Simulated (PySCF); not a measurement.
OSr (SMILES [O]=[Sr]), singlet, at a GFN2-xTB geometry (such geometries of metal compounds can be far from the true shape) (core potentials on Sr).

Input for PySCF:
```python
from pyscf import gto, scf, dft

mol = gto.M(
    atom='''
Sr   -0.00000000   -0.00000000   -0.34796338
O     0.00000000    0.00000000    1.65282606
''',
    basis='def2-svp',
    ecp={'Sr': 'def2-svp'},
    verbose=4,
)

mf = dft.RKS(mol)
mf.xc = 'tpss'
mf.kernel()
mf.analyze()
```

### Question
What dipole moment does TPSS/def2-SVP in PySCF give?

### Answer
7.91 D

### Question
What is the computed HOMO energy (TPSS/def2-SVP)?

### Answer
-3.63 eV

### Question
Give the nuclear repulsion energy at the level TPSS/def2-SVP.

### Answer
21.1587 Eh
